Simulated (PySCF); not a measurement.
Task: Give a PBE0-D3(BJ)/def2-SVP geometry of `C[Si](C)(N)N`.

Result: 
```
atom  x, y, z in Å
C1     1.6222   -0.2887    0.6291
Si2   -0.1564   -0.1382    0.0328
C3    -0.3407    1.4762   -0.9142
N4    -0.7029   -1.3733   -1.0553
N5    -1.1316   -0.3152    1.4551
H6     1.8853    0.5113    1.3412
H7     2.3265   -0.2206   -0.2151
H8     1.7859   -1.2549    1.1321
H9    -0.0221    2.3335   -0.3005
H10    0.2789    1.4780   -1.8268
H11   -1.3864    1.6420   -1.2172
H12   -0.4911   -1.3124   -2.0441
H13   -0.7122   -2.3380   -0.7435
H14   -2.1412   -0.2588    1.3824
H15   -0.8095    0.0613    2.3387
```

Orientation and origin are arbitrary. Atoms count from 1 in this order. Si2 (four-coordinate silicon) is distorted tetrahedral (angles from 105.3° to 116.5°). N4 (silicon-bound nitrogen) has angles 120.2°, 119.2° and 111.1°, sum 350.5°, 0.21 Å off the plane of its three neighbours.

Bonds between heavy atoms (Å): C1–Si2 1.882, Si2–C3 1.881, Si2–N4 1.734, Si2–N5 1.734.

Theory: PySCF, PBE0-D3(BJ)/def2-SVP geometry optimisation, gas phase.

Point group: C2 (every atom within 0.08 Å of its image). Stationary, but not proved a minimum. The numbers are those of one conformer (C1–Si2–N4–H -82° and 61°, C1–Si2–N5–H 179° and 36°).

The run took 42 s on one thread of an Arm Neoverse V1 (shared host), and the process peaked at 0.54 GiB of memory. This is the geometry optimisation.
